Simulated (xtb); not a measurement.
A run for xtb: GFN1-xTB on H2 (SMILES [H][H]).

```
$ xtb mol.xyz --gfn 1 --sp --chrg 0 --uhf 0
2

H      0.00000000     0.00000000     0.37198582
H     -0.00000000    -0.00000000    -0.37198582
```

Program output:

```
[...]
           -------------------------------------------------
          |                Calculation Setup                |
           -------------------------------------------------



           -------------------------------------------------
          |                 G F N 1 - x T B                 |
           -------------------------------------------------

        Reference                      10.1021/acs.jctc.7b00118
      * Hamiltonian:
        H0-scaling (s, p, d)           1.850000    2.250000    2.000000
        zeta-weighting                 0.000000
      * Dispersion:
        s8                             2.400000
        a1                             0.630000
        a2                             5.000000
        s9                             0.000000
      * Repulsion:
        kExp                           1.500000
        rExp                           1.000000
      * Coulomb:
        alpha                          2.000000
        third order                    atomic
        anisotropic                    false
      * Halogen bond correction:
        rad-scale                      1.300000
        damping                        0.440000


          ...................................................
          :                      SETUP                      :
          :.................................................:
          :  # basis functions                   4          :
          :  # atomic orbitals                   4          :
          :  # shells                            4          :
          :  # electrons                         2          :
          :  # halogen bonds                     0          :
          :  max. iterations                   250          :
          :  Hamiltonian                  GFN1-xTB          :
          :  restarted?                      false          :
          :  GBSA solvation                  false          :
          :  PC potential                    false          :
          :  electronic temp.          300.0000000     K    :
          :  accuracy                    1.0000000          :
          :  -> integral cutoff          0.2500000E+02      :
          :  -> integral neglect         0.1000000E-07      :
          :  -> SCF convergence          0.1000000E-05 Eh   :
          :  -> wf. convergence          0.2000000E-04 e    :
          :  Broyden damping             0.4000000          :
          :  net charge                          0          :
          :  unpaired electrons                  0          :
          ...................................................

 iter      E             dE          RMSdq      gap      omega  full diag
   1     -1.0585289 -0.105853E+01  0.320E-03   11.87       0.0  T
   2     -1.0585289  0.222045E-15  0.192E-03   11.87      36.8  T
   3     -1.0585289  0.000000E+00  0.853E-11   11.87  100000.0  T
   4     -1.0585289  0.000000E+00  0.393E-15   11.87  100000.0  T

   *** convergence criteria satisfied after 4 iterations ***

         #    Occupation            Energy/Eh            Energy/eV
      -------------------------------------------------------------
         1        2.0000           -0.5292644             -14.4020 (HOMO)
         2                         -0.0928785              -2.5274 (LUMO)
         3                         -0.0746705              -2.0319
         4                          0.2617633               7.1229
      -------------------------------------------------------------
                  HL-Gap            0.4363860 Eh           11.8747 eV
             Fermi-level           -0.3110714 Eh           -8.4647 eV

 SCC (total)                   0 d,  0 h,  0 min,  0.002 sec
Note: The following floating-point exceptions are signalling: IEEE_DENORMAL
normal termination of xtb
 SCC setup                      ...        0 min,  0.000 sec (  8.273%)
 Dispersion                     ...        0 min,  0.000 sec (  3.449%)
 classical contributions        ...        0 min,  0.000 sec (  1.939%)
 integral evaluation            ...        0 min,  0.000 sec (  8.773%)
 iterations                     ...        0 min,  0.001 sec ( 60.312%)
 molecular gradient             ...        0 min,  0.000 sec ( 10.669%)
 printout                       ...        0 min,  0.000 sec (  5.627%)

         :::::::::::::::::::::::::::::::::::::::::::::::::::::
         ::                     SUMMARY                     ::
         :::::::::::::::::::::::::::::::::::::::::::::::::::::
         :: total energy              -1.036289323413 Eh    ::
         :: gradient norm              0.029643937781 Eh/a0 ::
         :: HOMO-LUMO gap             11.874666822780 eV    ::
         ::.................................................::
         :: SCC energy                -1.058528856229 Eh    ::
         :: -> electrostatic          -0.000000000000 Eh    ::
         :: repulsion energy           0.022275065806 Eh    ::
         :: dispersion energy         -0.000035532989 Eh    ::
         :: halogen bond corr.         0.000000000000 Eh    ::
         :: add. restraining           0.000000000000 Eh    ::
         :: total charge               0.000000000000 e     ::
         :::::::::::::::::::::::::::::::::::::::::::::::::::::

           -------------------------------------------------
          |                Property Printout                |
           -------------------------------------------------

    * Orbital Energies and Occupations

         #    Occupation            Energy/Eh            Energy/eV
      -------------------------------------------------------------
         1        2.0000           -0.5292644             -14.4020 (HOMO)
         2                         -0.0928785              -2.5274 (LUMO)
         3                         -0.0746705              -2.0319
         4                          0.2617633               7.1229
      -------------------------------------------------------------
                  HL-Gap            0.4363860 Eh           11.8747 eV
             Fermi-level           -0.3110714 Eh           -8.4647 eV

  Mulliken/CM5 charges         n(s)   n(p)   n(d)
     1H     0.00000  0.00000   1.000  0.000  0.000
     2H     0.00000  0.00000   1.000  0.000  0.000

Wiberg/Mayer (AO) data.
largest (>0.10) Wiberg bond orders for each atom

 ---------------------------------------------------------------------------
     #   Z sym  total        # sym  WBO       # sym  WBO       # sym  WBO
 ---------------------------------------------------------------------------
     1   1 H    1.000 --     2 H    1.000
     2   1 H    1.000 --     1 H    1.000
 ---------------------------------------------------------------------------

Topologies differ in total number of bonds
Writing topology from bond orders to xtbtopo.mol

 dipole moment from electron density (au)
     X       Y       Z
   0.0000   0.0000   0.0000  total (Debye):    0.000


           -------------------------------------------------
          | TOTAL ENERGY               -1.036289323413 Eh   |
          | GRADIENT NORM               0.029643937781 Eh/α |
          | HOMO-LUMO GAP              11.874666822780 eV   |
           -------------------------------------------------

------------------------------------------------------------------------
------------------------------------------------------------------------
 total:
 SCF:
```

The run finished.

Cost: around 0.05 core-seconds (rough).
